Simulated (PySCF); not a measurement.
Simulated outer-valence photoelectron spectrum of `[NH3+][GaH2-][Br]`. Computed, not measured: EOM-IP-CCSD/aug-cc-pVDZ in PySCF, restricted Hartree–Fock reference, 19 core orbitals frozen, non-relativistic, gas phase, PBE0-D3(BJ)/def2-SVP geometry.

Each root has a Gaussian of 0.5 eV full width with its one-hole share as area; cross sections and vibrations are left out, and the highest printed point is 100.

ionisation energy (eV), intensity and a bar:
```
      9.0          1 
      9.2         11 ###
      9.4         42 ############
      9.6         72 ######################
      9.8         79 ########################
     10.0         60 ##################
     10.2         26 ########
     10.4         13 ####
     10.6         36 ###########
     10.8         66 ####################
     11.0         75 ######################
     11.2         64 ###################
     11.4         33 ##########
     11.6          8 ##
     11.8          1 
     12.0          1 
     12.2         10 ###
     12.4         36 ###########
     12.6         54 ################
     12.8         34 ##########
     13.0          9 ###
     13.2          1 
     13.4          0 
     13.6          0 
     13.8          0 
     14.0          0 
     14.2          0 
     14.4          0 
     14.6          0 
     14.8          0 
     15.0          0 
     15.2          1 
     15.4          9 ###
     15.6         35 ##########
     15.8         52 ################
     16.0         33 ##########
     16.2          8 ###
     16.4          1 
     16.6          0 
     16.8          0 
     17.0          0 
     17.2          0 
     17.4          0 
     17.6          0 
     17.8          0 
     18.0          6 ##
     18.2         35 ###########
     18.4         88 ###########################
     18.6        100 ##############################
     18.8         51 ###############
     19.0         12 ###
     19.2          1
```

Problem. Where are the maxima, and how many lines lie under the curve?

Solution. 5 maxima, at 9.8, 11.0, 12.6, 15.8 and 18.5 eV, from 8 lines. At this width some lines have no maximum of their own.

Problem. List the lines with their holes.

Solution. 
| E (eV) | leading hole (HF orbital) | area | Koopmans (eV) |
| --- | --- | --- | --- |
| 9.58 | HOMO | 0.96 | 10.16 |
| 9.92 | HOMO-1 | 0.96 | 10.52 |
| 10.81 | HOMO-2 | 0.95 | 11.38 |
| 11.18 | HOMO-3 | 0.94 | 11.83 |
| 12.59 | HOMO-4 | 0.94 | 13.65 |
| 15.79 | HOMO-5 | 0.90 | 17.19 |
| 18.46 | HOMO-6 | 0.95 | 19.61 |
| 18.60 | HOMO-7 | 0.95 | 19.75 |

The widest gap, 3.20 eV, lies between 12.59 and 15.79 eV. Only orbitals with −ε under 21 eV, eight at most, were ionised, so the high end of the curve may lack lines.
